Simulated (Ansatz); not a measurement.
```yaml
crystal:
  periodic: [false, false, false]
  atoms:
    - {symbol: B, position_ang: [-0.081415, 1.211253, 1.237500]}
    - {symbol: C, position_ang: [-0.540600, -0.314393, 0.719365]}
    - {symbol: C, position_ang: [-0.020699, 0.876801, -0.316179]}
    - {symbol: C, position_ang: [0.280383, -0.434133, -0.391220]}
    - {symbol: N, position_ang: [0.679624, -1.393147, -1.223850]}
    - {symbol: H, position_ang: [-0.946197, 1.889231, 1.720735]}
    - {symbol: H, position_ang: [0.983668, 1.099009, 1.873199]}
    - {symbol: H, position_ang: [-1.492984, -0.825268, 0.780503]}
    - {symbol: H, position_ang: [-0.543479, 1.386060, -1.175813]}
    - {symbol: H, position_ang: [1.171067, -1.157182, -2.095526]}
    - {symbol: H, position_ang: [0.558415, -2.395932, -0.978169]}
basis:
  gaussian: {orbitals: def2-mTZVPP, final_grid: {core_spheres: 1, valence_spheres: 1, degree: 5}}
hamiltonian: {xc: {name: PBE}}
```

```sh
$ ansatz run in.yaml --threads 2 --pin off --events-out ev --progress --plain --max-ram 4352MiB
```

It prints (some lines left out):

```
Functional definition: PBE
1228 factors; their error is unknown
mean field evaluation 1: about -5353.6540 eV, gradient 7.3e1 eV
mean field evaluation 2: about -5330.1038 eV, gradient 1.2e2 eV
mean field evaluation 4: about -5366.5163 eV, gradient 1.5e1 eV
mean field evaluation 8: about -5332.2039 eV, gradient 1.8e2 eV
mean field evaluation 16: about -5344.4606 eV, gradient 1.1e-1 eV
mean field -5344.46064452 eV, -196.4053060806 hartree, gradient 4.1e-5 eV, S^2 0.000000; 0 other end points of the search recorded, 0 dependent functions left out
reference -5344.46081577 eV, -196.4053123739 hartree; 18, 18 occupied and 112, 112 virtual orbitals, 1228 factors
Total energy: -5344.46081577 eV, -196.4053123739 hartree
```

In this input the integration grid is far too coarse. The calculation finished and met its thresholds. The result belongs to that input, not to the molecule as meant.
